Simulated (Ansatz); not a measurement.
C4H13AlSi, SMILES `C[Si](C)(C)[CH2][AlH2]` at its PBE0-D4/def2-TZVP geometry, where that method's forces vanish. The species carries charge 0 and has multiplicity 1.

```
atom   x (Å)   y (Å)   z (Å)
  C1   0.198   1.671   0.883
 Si2  -0.329  -0.038   0.314
  C3  -1.179  -0.923   1.734
  C4  -1.534   0.126  -1.116
  C5   1.178  -0.984  -0.261
 Al6   2.190  -0.205  -1.732
  H7   0.922   1.610   1.701
  H8  -0.659   2.247   1.244
  H9   0.657   2.237   0.067
 H10  -2.062  -0.374   2.073
 H11  -1.502  -1.925   1.436
 H12  -0.505  -1.032   2.588
 H13  -1.842  -0.856  -1.489
 H14  -1.089   0.678  -1.948
 H15  -2.437   0.660  -0.810
 H16   0.886  -2.000  -0.565
 H17   1.873  -1.127   0.578
 H18   1.735   1.158  -2.417
 H19   3.499  -0.923  -2.280
```

Question: For each bond, give half the difference of the two atoms' forces along it (eV/Å; positive pushes the atoms apart) under PBE-D4, r2SCAN-D4, B3LYP-D4, ωB97M-V in def2-TZVPP. (Best estimate.)

Answer: Ansatz gave: 
| bond | length (Å) | PBE-D4 | r2SCAN-D4 | B3LYP-D4 | ωB97M-V |
| --- | --- | --- | --- | --- | --- |
| C1–Si2 | 1.877 | -0.02 | -0.01 | 0.06 | 0.02 |
| C1–H7 | 1.094 | 0.11 | 0.00 | -0.04 | -0.04 |
| C1–H8 | 1.093 | 0.11 | 0.00 | -0.04 | -0.04 |
| C1–H9 | 1.094 | 0.11 | -0.01 | -0.05 | -0.04 |
| Si2–C3 | 1.877 | -0.02 | -0.01 | 0.04 | 0.01 |
| Si2–C4 | 1.877 | -0.03 | -0.01 | 0.06 | 0.02 |
| C3–H11 | 1.093 | 0.11 | 0.00 | -0.04 | -0.04 |
| C3–H12 | 1.093 | 0.11 | 0.00 | -0.04 | -0.04 |
| C4–H13 | 1.094 | 0.11 | 0.00 | -0.04 | -0.04 |
| C4–H14 | 1.094 | 0.11 | -0.01 | -0.05 | -0.04 |
| C5–Al6 | 1.948 | -0.01 | 0.00 | 0.10 | 0.07 |
| C5–H16 | 1.099 | 0.12 | 0.02 | -0.05 | -0.04 |
| Al6–H18 | 1.592 | 0.04 | -0.02 | -0.09 | -0.10 |
| Al6–H19 | 1.591 | 0.05 | -0.03 | -0.10 | -0.13 |

B3LYP here is the variant with VWN-RPA as its local correlation; programs differ in this.
